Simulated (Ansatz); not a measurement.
Ideal-gas functions of ClFH2NNbS, SMILES `[NH2][Nb]([F])(=[S])[Cl]` at 600 K and 1 bar, from an Ansatz frequency run at PBE0-D4/def2-TZVP.

Molar mass 195.45 g/mol, point group C1 (symmetry number 1), electronic degeneracy 1, moments of inertia 223.556, 315.867, 365.282 u Å². Harmonic wavenumbers (cm⁻¹, unscaled): 132, 141, 176, 184, 198, 361, 422, 523, 561, 623, 694, 726, 1533, 3550, 3665.

Use S(trans) = R[1.5 ln M + 2.5 ln T − 1.1517]; rotational temperatures θ = 24.2544 K / I; S(rot) = R[ln(√π/σ · √(T³/θAθBθC)) + 1.5]; for each mode x = 1.438777 ν̃/T, S = R[x/(eˣ − 1) − ln(1 − e⁻ˣ)] and H = RT x/(eˣ − 1); 1 cm⁻¹ = 0.0119627 kJ/mol; R = 8.31446 J/(mol·K).

**Question.** By hand: the entropy, in J/(mol·K).

**Answer.** Translation 189.2. Rotation: θ = 0.1085, 0.0768, 0.0664 K, giving 128.2. Vibration, mode by mode: 17.91, 17.37, 15.55, 15.18, 14.59, 9.77, 8.56, 6.96, 6.45, 5.71, 4.98, 4.68, 1.01, 0.02, 0.01, in all 128.7. Electronic 0.0. Sum 446.1 J/(mol·K).

**Question.** By hand: H − E and G − E in kJ/mol, counted from the electronic energy.

**Answer.** Zero-point energy ½ × 13489 × 0.0119627 = 80.7; thermal vibration 37.6; translation, rotation and pV give 4 RT = 20.0. H − E = 138.3 kJ/mol, and G − E = 138.3 − 600 × 446.1/1000 = -129.4 kJ/mol.

Vibration gives 29 % of the entropy, 35.3 J/(mol·K) of it from the modes under 150 cm⁻¹: soft modes count most, and the harmonic formula is weakest for them. The sum counts one conformer and one mirror image; others add a mixing term.
